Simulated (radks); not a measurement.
All-electron atom: Tl+ in [Hg]. Method: Dirac Kohn-Sham, PBE, spin-unpolarised, spherical densities, finite nucleus; Fermi nuclear charge, rms radius 5.4759 fm; computed with a radial shooting solver on a logarithmic mesh with Libxc functionals. Some entries of the table are withheld. Estimate them.

orbital,occ.,eigenvalue (hartree),<r^2> (bohr^2)
1s1/2,2,-3139.863,0.0003691
2s1/2,2,-558.8346,0.005550
2p1/2,2,(1),(2)
2p3/2,4,(3),(4)
3s1/2,2,-133.5787,0.03599
3p1/2,2,-123.5230,0.03273
3p3/2,4,-106.6489,0.03909
3d3/2,4,-89.98355,0.02987
3d5/2,6,-86.37956,0.03159
4s1/2,2,-30.01813,0.1732
4p1/2,2,-25.67677,0.1760
4p3/2,4,-21.57455,0.2077
4d3/2,4,-14.47232,0.2171
4d5/2,6,-13.70687,0.2281
5s1/2,2,-5.06520,0.8650
4f5/2,6,-4.53994,0.2594
4f7/2,8,-4.37093,0.2667
5p1/2,2,-3.60785,(5)
5p3/2,4,-2.86550,(6)
5d3/2,4,-0.88561,2.141
5d5/2,6,-0.80448,2.323
6s1/2,2,-0.59908,6.468

Answer. 
(1) 2p1/2 eigenvalue (hartree): -536.6389
(2) 2p1/2 <r^2> (bohr^2): 0.003911
(3) 2p3/2 eigenvalue (hartree): -460.7362
(4) 2p3/2 <r^2> (bohr^2): 0.005095
(5) 5p1/2 <r^2> (bohr^2): 1.002
(6) 5p3/2 <r^2> (bohr^2): 1.214
